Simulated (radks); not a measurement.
Q: The mean radii <r> (bohr) of the occupied orbitals of an atom or ion are listed with their occupations. Method: non-relativistic Kohn-Sham, r2SCAN, spin-polarised, spherical densities, point nucleus; meta-GGA in the generalised Kohn-Sham scheme; computed with a radial shooting solver on a logarithmic mesh with Libxc functionals.

orbital  occ.      <r>
1s up       1  0.07344
1s down     1  0.07316
2s up       1   0.3213
2s down     1   0.3257
2p up       3   0.2796

Name the element and its charge. Open shells, if any, are filled with parallel spins first.

A: Z = 21, scandium, charge +14: Sc14+ in [He] 2s2 2p3. The 1s radius gives Z: for a bare nucleus <r> = 1.5/Z, 0.07143 bohr for Z = 21, and screening makes it slightly larger (0.07344 here). The occupations add up to 7, and the charge is Z minus that.
